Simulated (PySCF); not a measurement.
Species: C7H7N.
Structure used (GFN2-xTB), in Å, numbered top down from 1:
```xyz
15
C7H7N angstrom
C     -2.2122   -0.5417    2.1558
C     -1.7356   -0.5208    1.0587
C     -1.1374   -0.4480   -0.2661
C      0.3137   -0.4073   -0.1637
C      1.5053   -0.2949   -0.0967
C      2.9463   -0.2139   -0.0133
C     -1.6902    0.7733   -0.9914
N     -1.0572    1.7089   -1.5219
H     -2.6330   -0.5790    3.1156
H     -1.4402   -1.3378   -0.8391
H      3.3200    0.5231   -0.7241
H      3.2446    0.0814    0.9923
H      3.3877   -1.1833   -0.2440
H     -2.7749    0.8114   -1.0383
H     -0.0413    1.6365   -1.4456
```

The closed-shell SCF was solved with PySCF and density fitting under several settings on one GFN2-xTB geometry (grid level 2 and gas phase unless stated).

| settings | basis functions | SCF cycles | E (Eh) | HOMO (eV) | LUMO (eV) | dipole (D) |
| --- | --- | --- | --- | --- | --- | --- |
| LC-wPBE/Sadlej pVTZ, IEF-PCM chloroform | 255 | 14 | -325.3647 | -10.24 | 0.91 | 2.90 |
| PBE/pcseg-1 | 147 | 16 | -325.0616 | -5.94 | -1.31 | 2.35 |
| PBE0/6-311+G(2d,p), level shift 0.3 Eh | 258 | 13 | -325.2405 | -7.45 | -0.36 | 2.46 |

Estimate the row for these settings: PBE0/pcSseg-1, grid level 3.

| settings | basis functions | SCF cycles | E (Eh) | HOMO (eV) | LUMO (eV) | dipole (D) |
| --- | --- | --- | --- | --- | --- | --- |
| PBE0/pcSseg-1, grid level 3 | 171 | 14 | -325.1104 | -7.40 | -0.18 | 2.41 |

Over all rows, what range does the HOMO–LUMO gap span?

From 4.63 eV (PBE/pcseg-1) to 11.15 eV (LC-wPBE/Sadlej pVTZ, IEF-PCM chloroform). The functional of the narrowest has no exact exchange, that of the widest range-separated exact exchange.

And the dipole moment?

From 2.35 D (PBE/pcseg-1) to 2.90 D (LC-wPBE/Sadlej pVTZ, IEF-PCM chloroform); the largest is 1.23 times the smallest, and the median is 2.44 D.

Compare two rows with the functional PBE0: PBE0/pcSseg-1, grid level 3 and PBE0/6-311+G(2d,p), level shift 0.3 Eh. Which energy is lower, and by how much?

PBE0/6-311+G(2d,p), level shift 0.3 Eh (258 functions) lies 0.1301 Eh or 82 kcal/mol below PBE0/pcSseg-1, grid level 3 (171 functions).

Cycle counts include a coarse-grid stage where the run had one. All basis functions are spherical, in the Pople sets too. The structure is a single GFN2-xTB conformer; no vibrational corrections.
